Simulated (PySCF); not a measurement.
Computed properties of Zn(OH)(SH) (H2OSZn), SMILES [OH][Zn][SH]

Zn(OH)(SH) (H₂OSZn), SMILES [OH][Zn][SH]. The structure is a stationary point at PBE0-D3(BJ)/def2-TZVP. Other conformers were not sampled. All values are computed for the isolated molecule unless a solvent is named; none is compared with measurement here.

**Structure.** All 9 harmonic modes at PBE0-D3(BJ)/def2-TZVP (PySCF) are real, so it is a minimum. With heavy atoms numbered as in [Zn:1]([OH:2])[SH:4], the shortest bond between them is Zn1–O2 at 1.773 Å and the longest Zn1–S4 at 2.149 Å.

**Vibrations.** The strongest infrared lines (harmonic, unscaled, degenerate partners summed) lie at 690 cm⁻¹ (131 km/mol, O 68 %, Zn 23 %), 3911 cm⁻¹ (63 km/mol, H 94 %), 162 cm⁻¹ (55 km/mol, H 95 %). The softest mode is at 128 cm⁻¹ and the zero-point energy is 13.6 kcal/mol.

**Electronic structure.** ωB97X/def2-TZVPD (PySCF) places the frontier levels at -9.94 and 0.65 eV, a gap of 10.59 eV, and gives a dipole moment of 1.48 D and a mean polarisability of 49.9 bohr³.

**Excitations.** TDA-M06-2X/def2-SVPD (PySCF) has S1 at 5.23 eV (237 nm, f = 0.046, weak); the most intense of the 10 singlets computed lies at 7.51 eV (f = 0.17). T1 (TDA) is at 4.94 eV, 0.29 eV under S1. No vertical singlet excitation falls in the visible range (under 3.1 eV).

**NMR.** GIAO shifts at KT2/pcSseg-2 (PySCF) (non-relativistic, atoms alike by connectivity averaged): ¹H from -0.3 to 1.5 ppm against TMS.
